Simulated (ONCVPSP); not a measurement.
## Before and after: ONCV potential for Cd (Z = 48)

Cd, optimised norm-conserving Vanderbilt (ONCV), made with ONCVPSP 4.0.1 (PBE, scalar-relativistic). Core [Ar] 3d10, reference 4s2 4p6 4d10 5s0.5 (charge +1.5). Waves: 4s+5s: rc 1.25 bohr, ncon 4, nbas 7, qcut 7.5 1/bohr, 2 projectors; 4p: rc 1.00 bohr, ncon 4, nbas 7, qcut 8.2 1/bohr, 1 projector; 4d: rc 1.60 bohr, ncon 4, nbas 8, qcut 7.9 1/bohr, 1 projector. Local part: polynomial inside 0.90 bohr (lpopt 5, dvloc0 3 Ha). Core correction: Teter function, fcfact 2, rcfact 1.55.

All-electron outer shells of the reference configuration (PBE, scalar-relativistic, ld1.x):

```
shell  level (eV)  outermost node (bohr)  outermost maximum (bohr)
   3d     -407.27                      –                      0.27
   4s     -119.65                   0.43                      0.79
   4p      -80.73                   0.43                      0.84
   4d      -25.35                   0.42                      0.98
   5s      -17.10                   1.06                      2.18
```

Change: local potential polynomial inside 0.90 bohr (lpopt 5, dvloc0 -1 Ha).

Cutoffs: the cutoffs (Ha) at which the residual kinetic energy of the hardest occupied pseudo-wave falls to 1 and 0.1 mHa per electron; they do not see the model core or the augmentation charge, which bear on the density cutoff. Errors are all-electron minus pseudo energies relative to the spin-unpolarised reference configuration.

**Question.** How do hardness, ghosts and transferability respond?

**Answer.** The potential gets neither clearly harder nor softer (122 Ha and 149 Ha → 122 Ha and 149 Ha); of the 4 tests that both files solve, the error grows in 1 and shrinks in 0 by more than 15 % and 0.3 meV (median size 1.9 → 1.9 meV); the range in which the s phases agree narrows (upper end at the end of the scan → 3.4); neither file shows a bound ghost.

| quantity | base | changed |
| --- | --- | --- |
| cutoff, loose | 122 Ha | 122 Ha |
| cutoff, tight | 149 Ha | 149 Ha |
| bound ghosts | none | none |
| GHOST(+) flags under 300 eV | s at 237.7 eV | s at 164.6 eV |
| error for 4s2 4p6 4d10 5s2, meV [ΔE -16.80 eV] | +2.0 | +2.0 |
| error for 4s2 4p6 4d10 5s1, meV [ΔE -7.53 eV] | +1.0 | +1.0 |
| error for 4s2 4p6 4d10 5s0, meV [ΔE 9.60 eV] | -1.7 | -1.7 |
| error for 4s2 4p6 4d9 5s2 5p1, meV [ΔE -4.16 eV] | +69 | +84 |
| s: phases at 1.27 bohr within 0.05 rad from the reference energy up to (Ha; the scan ends near 5) | to the end of the scan | 3.4 |
| p: phases at 1.01 bohr within 0.05 rad from the reference energy up to (Ha; the scan ends near 5) | 3.4 | 2.7 |
| d: phases at 1.63 bohr within 0.05 rad from the reference energy up to (Ha; the scan ends near 5) | 2.2 | 2.2 |
| rms error of d²Exc/dni dnj with the model core, mHa | 0.96 | 0.96 |
